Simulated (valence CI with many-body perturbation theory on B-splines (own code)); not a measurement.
Values are calculated unless marked as measured or tabulated.
## From CI to CI+MBPT in Ni¹⁵⁺

Level of theory: valence CI with perturbative core correlation (CI+MBPT): three valence electrons over a frozen Dirac-Fock core [Ne], radial functions for each j: 11 s, 11 p, 9 d, 7 f, 5 g, 2 h, 1 i, with the one-electron correlation potential Σ1 (screened to all orders), the two-electron term Σ2, the three-electron term Σ3, Breit, model QED; selected single and double excitations, second order for the rest (own B-spline code, finite nucleus).

No measured spectrum was set against this ion. As an estimate, levels of excited configurations hold to 0.05 to 0.15 % of their energy, terms of the ground configuration to about 0.5 %.

Each rung adds one term. CI alone is the Dirac-Coulomb CI over the frozen core; QED comes last and gives the full result, which names the levels. Energies are above 3s2.3p 2P°_1/2 on the same rung, in cm⁻¹.

Names give the largest LS component (configuration and term), which can be under half, so a name can repeat, a term be missing and a line seem to break the LS rules; names also repeat where a configuration has a term twice. Letters in brackets count levels of one name in rising energy.

| Level | CI alone | Σ1 | Σ2 | Σ3 | Breit | QED | Full |
| --- | --- | --- | --- | --- | --- | --- | --- |
| 3s2.3p 2P°_3/2 | 28246 | +134 | +50 | +2 | -721 | +64 | 27775 |
| 3s.3p2 4P_1/2 | 259250 | -815 | +1305 | +110 | +356 | -821 | 259386 |
| 3s.3p2 4P_3/2 | 271351 | -747 | +1368 | +113 | -2 | -787 | 271295 |
| 3s.3p2 4P_5/2 | 285311 | -689 | +1343 | +111 | -426 | -758 | 284892 |
| 3s.3p2 2D_3/2 | 348305 | -674 | +361 | +84 | -310 | -693 | 347073 |
| 3s.3p2 2D_5/2 | 352604 | -629 | +425 | +88 | -585 | -677 | 351225 |
| 3s.3p2 2S_1/2 | 421400 | -681 | -2197 | -69 | +148 | -814 | 417788 |
| 3s.3p2 2P_1/2 | 453431 | -603 | -3153 | -50 | -371 | -780 | 448475 |
| 3s.3p2 2P_3/2 | 464063 | -596 | -3919 | -28 | -514 | -780 | 458225 |
| 3s2.3d 2D_3/2 | 545380 | -664 | -3365 | -246 | -1189 | -82 | 539835 |
| 3s2.3d 2D_5/2 | 548839 | -578 | -3313 | -250 | -1540 | -62 | 543095 |
| 3p3 2D°_3/2 | 665251 | -1489 | +145 | +230 | +38 | -1421 | 662755 |
| 3p3 2D°_5/2 | 672420 | -1434 | +539 | +254 | -453 | -1361 | 669965 |
| 3p3 4S°_3/2 | 683746 | -1476 | -2250 | +122 | +58 | -1600 | 678600 |
| 3s.3p.3d 4F°_3/2 | 736140 | -1515 | +670 | +2 | -621 | -831 | 733845 |
| 3p3 2P°_1/2 | 744114 | -1365 | -1529 | +78 | -189 | -1458 | 739651 |
| 3s.3p.3d 4F°_5/2 | 742348 | -1467 | +675 | +2 | -915 | -810 | 739833 |
| 3p3 2P°_3/2 | 750952 | -1307 | -1284 | +87 | -621 | -1392 | 746434 |
| 3s.3p.3d 4F°_7/2 | 751486 | -1397 | +682 | +2 | -1306 | -786 | 748681 |
| 3s.3p.3d 4F°_9/2 | 764555 | -1299 | +748 | +4 | -1797 | -751 | 761461 |
| 3s.3p.3d 4P°_5/2 | 793141 | -1427 | -1540 | -154 | -951 | -825 | 788245 |
| 3s.3p.3d 4D°_3/2 | 796257 | -1466 | -1786 | -111 | -881 | -813 | 791200 |
| 3s.3p.3d 4D°_1/2 | 798104 | -1501 | -2029 | -79 | -794 | -810 | 792890 |
| 3s.3p.3d 4D°_7/2 | 812912 | -1369 | -2044 | -64 | -1612 | -768 | 807055 |
| 3s.3p.3d 4D°_5/2 | 813649 | -1397 | -1831 | -100 | -1386 | -776 | 808159 |
| 3s.3p.3d 4P°_1/2 | 813035 | -1385 | -1175 | -183 | -1179 | -767 | 808345 |
| 3s.3p.3d 4P°_3/2 | 813689 | -1391 | -1462 | -148 | -1296 | -770 | 808622 |
| 3s.3p.3d 2D°_3/2 [a] | 828704 | -1400 | -2811 | -77 | -1078 | -935 | 822402 |
| 3s.3p.3d 2D°_5/2 [a] | 829847 | -1374 | -2644 | -91 | -1278 | -911 | 823549 |
| 3s.3p.3d 2F°_5/2 [a] | 855175 | -1420 | -1670 | -233 | -1037 | -821 | 849994 |
| 3s.3p.3d 2F°_7/2 [a] | 877217 | -1316 | -1605 | -226 | -1615 | -772 | 871682 |

The middle columns are the shifts that each term adds.

(1) How does the ionisation energy move along the ladder, and which term matters most?

Answers

(1) CI alone 498.32, + Σ1 499.07, + Σ2 498.87, + Σ3 498.83, + Breit 498.60, + QED 498.61 eV. The largest step is Σ1, 0.74 eV. NIST lists 495.4 ± 1.7 eV (semi-empirical).
